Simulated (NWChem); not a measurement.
System meant: C2H6FGa; SMILES [CH3][Ga]([CH3])[F]

Here is an NWChem input.

```
start job
memory heap 200 mb stack 900 mb global 1100 mb
geometry units angstroms noautoz
  Ga    -0.010253     0.000032    -0.123154
  F      1.723620     0.009152    -0.566138
  C     -0.729594    -1.824362     0.030171
  H     -0.595185    -2.350341    -0.936596
  H     -1.801641    -1.838026     0.304720
  H     -0.151042    -2.379875     0.795672
  C     -0.732842     1.816875     0.092021
  H     -1.805096     1.819338     0.366102
  H     -0.598460     2.376106    -0.855910
  H     -0.155831     2.346662     0.876720
end
basis spherical
  Ga library def2-svp
  F library def2-svp
  C library def2-svp
  H library def2-svp
end
dft
  odft
  mult 2
  xc pbe0
  iterations 150
  mulliken
end
task dft energy
```

End of the output:

```
 Summary of "ao basis" -> "" (spherical)
 ------------------------------------------------------------------------------
       Tag                 Description            Shells   Functions and Types
 ---------------- ------------------------------  ------  ---------------------
 Ga                         def2-svp                12       32   5s4p3d
 F                          def2-svp                 6       14   3s2p1d
 C                          def2-svp                 6       14   3s2p1d
 H                          def2-svp                 3        5   2s1p

                                 NWChem DFT Module
                                 -----------------

 Summary of "ao basis" -> "ao basis" (spherical)
 ------------------------------------------------------------------------------
       Tag                 Description            Shells   Functions and Types
 ---------------- ------------------------------  ------  ---------------------
 Ga                         def2-svp                12       32   5s4p3d
 F                          def2-svp                 6       14   3s2p1d
 C                          def2-svp                 6       14   3s2p1d
 H                          def2-svp                 3        5   2s1p

      Symmetry analysis of basis
      --------------------------

        a1         41
        a2         14
        b1         29
        b2         20

  number of electrons :                   58
  multiplicity        :                    2
 ------------------------------------------------------------------------
  no. of electrons and multiplicity not compatible                  58
 ------------------------------------------------------------------------
 ------------------------------------------------------------------------
  current input line :
    28: task dft energy
 ------------------------------------------------------------------------
 ------------------------------------------------------------------------
 There is an error in the input file
 ------------------------------------------------------------------------
 For more information see the NWChem manual at https://nwchemgit.github.io

0: no. of electrons and multiplicity not compatible:Received an Error in Communication
```

Can this run be used? If not, why, and what is the fix?

The input was rejected before any calculation. Cause: the multiplicity doesn't fit the number of electrons (an even count wants an odd multiplicity, and the reverse). This input runs:
```
start job
memory heap 200 mb stack 900 mb global 1100 mb
geometry units angstroms noautoz
  Ga    -0.010253     0.000032    -0.123154
  F      1.723620     0.009152    -0.566138
  C     -0.729594    -1.824362     0.030171
  H     -0.595185    -2.350341    -0.936596
  H     -1.801641    -1.838026     0.304720
  H     -0.151042    -2.379875     0.795672
  C     -0.732842     1.816875     0.092021
  H     -1.805096     1.819338     0.366102
  H     -0.598460     2.376106    -0.855910
  H     -0.155831     2.346662     0.876720
end
basis spherical
  * library def2-svp
end
dft
  xc pbe0
  iterations 150
  mulliken
end
task dft energy
```
It converges to -2103.74205 Ha (PBE0/def2-SVP).
